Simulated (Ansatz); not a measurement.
All numbers were calculated with Ansatz.

A structure relaxed at PBE0-D4/def2-TZVP, charge 0, multiplicity 1:

```xyz
5

Cl    1.642    1.183   -0.456
Ge   -0.023   -0.137   -0.162
I    -1.128    0.405    2.013
H    -1.017    0.113   -1.298
H     0.525   -1.564   -0.096
```

Problem. Give its formula and SMILES.

Solution. ClGeH2I, `[Cl][GeH2][I]`.

Problem. Point group (tolerance 0.08 Å, 0.16 Å for H)?

Solution. Cs.

Problem. Summarise the bond lengths by kind.

Solution. 1 × Cl–Ge 2.145 Å; 1 × Ge–I 2.499 Å; 2 × Ge–H 1.530 Å.
